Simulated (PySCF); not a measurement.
A GIAO shielding run with PySCF 2.14.0 with density-fitted response routines (density fitting, non-relativistic, gas phase) on SMILES C#C[C@H](C#N)C[SiH2]NC, C₆H₁₀N₂Si:

```
$ OMP_NUM_THREADS=1 python probes_run.py task.json out

{"job": {"kind": "nmr", "xc": "PBE0", "basis": "pcSseg-1"}, "charge": 0, "multiplicity": 1}
C      3.299054     0.043799     1.342010
C      2.585432     0.228444     0.400030
C      1.729114     0.454372    -0.753877
C      1.002114     1.687525    -0.553028
N      0.415109     2.656593    -0.397685
C      0.761212    -0.717792    -0.989036
Si    -0.513966    -1.000694     0.399954
N     -1.785304     0.112359     0.114780
C     -2.994231     0.123728     0.905276
H      3.923690    -0.128643     2.166749
H      2.371870     0.591632    -1.637718
H      1.361809    -1.620036    -1.101762
H      0.248550    -0.555318    -1.937768
H     -1.095499    -2.337409     0.244402
H      0.180340    -0.923238     1.696341
H     -1.550129     1.043024    -0.202034
H     -2.882177     0.690923     1.834787
H     -3.811826     0.560462     0.329818
H     -3.254966    -0.900481     1.161627
```

Hardware: 1 thread of an Arm Neoverse V2, shared host. The job also computes population analyses, field gradients.

Q: How large is the calculation?

A: 74 electrons, 210 basis functions and 1099 auxiliary functions.

Q: How long does it take, and how much memory does it need?

A: 39 s of wall time, with 16 SCF cycles and 5 response iterations; peak memory 0.94 GiB. Times on a shared host scatter by some tens of per cent.
